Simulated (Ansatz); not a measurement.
Ansatz (a program for electronic structure) input (MP2/3-21G): The .json file is the Basis Set Exchange's 3-21G.

Ansatz 0.2 input:
```yaml
crystal:
  periodic: [false, false, false]
  atoms:
    - {symbol: C, position_ang: [-2.16335200, 0.35232400, -0.16745100]}
    - {symbol: C, position_ang: [-0.83891500, -0.25572900, 0.22672200]}
    - {symbol: O, position_ang: [0.20763300, 0.52697500, -0.40079100]}
    - {symbol: C, position_ang: [1.46238500, 0.13431000, -0.16368500]}
    - {symbol: O, position_ang: [1.79441200, -0.79772100, 0.51464300]}
    - {symbol: H, position_ang: [-2.29552200, 0.33182300, -1.24973500]}
    - {symbol: H, position_ang: [-2.97707000, -0.21379700, 0.28890100]}
    - {symbol: H, position_ang: [-2.23354800, 1.38701300, 0.16977300]}
    - {symbol: H, position_ang: [-0.68235600, -0.23859600, 1.30595300]}
    - {symbol: H, position_ang: [-0.74407800, -1.28948900, -0.10777600]}
    - {symbol: H, position_ang: [2.15550200, 0.80358400, -0.69145000]}
basis:
  gaussian:
    orbitals: 3-21G.json
magnetization: {spin_polarized: false}
correlation: {method: mp2, electrons: outside_noble_gas}
```

Output:

```
Functional definition: HF
integrals: 0.02 GiB planned
673 factors; integrals over basis functions are off by at most 8.8e-4 eV
mean field: 0.16 GiB planned
mean field evaluation 1: about -7216.4486 eV, gradient 3.9e1 eV
mean field evaluation 2: about -7216.9122 eV, gradient 3.9e1 eV
mean field evaluation 4: about -7220.1333 eV, gradient 3.6e0 eV
mean field evaluation 8: about -7220.1919 eV, gradient 4.9e-1 eV
mean field evaluation 16: about -7220.1941 eV, gradient 1.2e-6 eV
mean field -7220.19414603 eV, -265.3372408432 hartree, gradient 1.2e-6 eV, S^2 0.000000; 0 other end points of the search recorded, 0 dependent functions left out
5 core orbitals not correlated
reference -7220.19414603 eV, -265.3372408432 hartree; 15, 15 occupied and 37, 37 virtual orbitals, 673 factors
second order -13.91345580 eV of doubles, -0.00000000 eV of singles
Total energy: -7234.10760183 eV, -265.8485509131 hartree
```

The geometry given is a B3LYP-D3(BJ)/def2-TZVP minimum.
